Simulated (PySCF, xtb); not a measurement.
CH₃Cl₂In, SMILES [CH3][In]([Cl])[Cl].

GFN2-xTB (xtb 6.7.1) at its own geometry gives an orbital gap of 3.41 eV and a dipole moment of 3.71 D.

Coordinates come from a B3LYP-D3(BJ)/def2-SVP optimisation. The structure was generated by enumeration; whether it is a known compound was not checked. The def2 effective core potentials stand for the cores of In; spin–orbit coupling is left out.

Task: What does r2SCAN/def2-TZVP (PySCF) give? (An estimate is asked for; the answer gives what the named calculation found.)

Result: gap 5.00 eV (levels -7.56 and -2.56 eV), dipole 3.93 D.
